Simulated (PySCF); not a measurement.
## Bonding in `COCCO[SiH2]C#N`

Compound: C₄H₉NO₂Si.
SMILES with atom numbers: `[CH3:1][O:2][CH2:3][CH2:4][O:5][SiH2:6][C:7]#[N:8]` (hydrogens: H9, H10, H11 on C1; H12, H13 on C3; H14, H15 on C4; H16, H17 on Si6)

Cartesian coordinates in Å at the GFN2-xTB level; atoms count from 1:
```
atom  x, y, z in Å
C1     1.546   -0.299    1.317
O2     0.687    0.432    0.480
C3     1.033    0.400   -0.880
C4    -0.095    1.108   -1.621
O5    -1.319    0.496   -1.390
Si6   -1.885   -0.198   -0.039
C7    -1.895    0.912    1.469
N8    -1.919    1.577    2.401
H9     1.148   -0.198    2.325
H10    2.563    0.106    1.281
H11    1.574   -1.358    1.034
H12    1.988    0.913   -1.059
H13    1.115   -0.640   -1.232
H14    0.094    1.093   -2.699
H15   -0.144    2.147   -1.275
H16   -1.235   -1.449    0.359
H17   -3.263   -0.378   -0.480
```

Bond orders from the PBE0/pcSseg-1 density (PySCF). Geometry: GFN2-xTB, one conformer, isolated molecule.

Q: Where do the orders between heavy atoms depart from those drawn in the SMILES?

A: The largest departure is 0.210, at Si6–C7 (drawn single, 0.790). Drawn single, order below 0.88: Si6–C7 (0.790).

Q: Give the Mayer order of every bond, beside its length.

A: 
```json
{"bond": "C1–O2", "drawn as": "single", "length (Å)": "1.405", "Mayer order": "0.904"}
{"bond": "O2–C3", "drawn as": "single", "length (Å)": "1.404", "Mayer order": "0.903"}
{"bond": "C3–C4", "drawn as": "single", "length (Å)": "1.524", "Mayer order": "1.046"}
{"bond": "C4–O5", "drawn as": "single", "length (Å)": "1.388", "Mayer order": "0.884"}
{"bond": "O5–Si6", "drawn as": "single", "length (Å)": "1.621", "Mayer order": "0.997"}
{"bond": "Si6–C7", "drawn as": "single", "length (Å)": "1.872", "Mayer order": "0.790"}
{"bond": "C7–N8", "drawn as": "triple", "length (Å)": "1.145", "Mayer order": "2.936"}
{"bond": "C1–H9", "drawn as": "single", "length (Å)": "1.088", "Mayer order": "0.967"}
{"bond": "C1–H10", "drawn as": "single", "length (Å)": "1.096", "Mayer order": "0.966"}
{"bond": "C1–H11", "drawn as": "single", "length (Å)": "1.097", "Mayer order": "0.959"}
{"bond": "C3–H12", "drawn as": "single", "length (Å)": "1.099", "Mayer order": "0.942"}
{"bond": "C3–H13", "drawn as": "single", "length (Å)": "1.101", "Mayer order": "0.932"}
{"bond": "C4–H14", "drawn as": "single", "length (Å)": "1.095", "Mayer order": "0.948"}
{"bond": "C4–H15", "drawn as": "single", "length (Å)": "1.097", "Mayer order": "0.945"}
{"bond": "Si6–H16", "drawn as": "single", "length (Å)": "1.464", "Mayer order": "0.916"}
{"bond": "Si6–H17", "drawn as": "single", "length (Å)": "1.459", "Mayer order": "0.931"}
```

Bonds between the same two heavy elements. C–O: lowest C4–O5 (0.884, 1.388 Å), highest C1–O2 and O2–C3 (0.904, 1.405 Å); in 1 of the 3 pairs the longer bond (by over 0.003 Å) has the higher order (by 0.02 or more). Bonds named together lie within 0.004.

Q: Sum the orders of all bonds at each heavy atom with more than one neighbour and set the sums beside the valence in the SMILES.

A: C1 3.796 (drawn 4), O2 1.807 (drawn 2), C3 3.823 (drawn 4), C4 3.823 (drawn 4), O5 1.881 (drawn 2), Si6 3.634 (drawn 4), C7 3.726 (drawn 4). Orders between atoms that aren't bonded are not in these sums.

Mayer orders depend on the basis set.
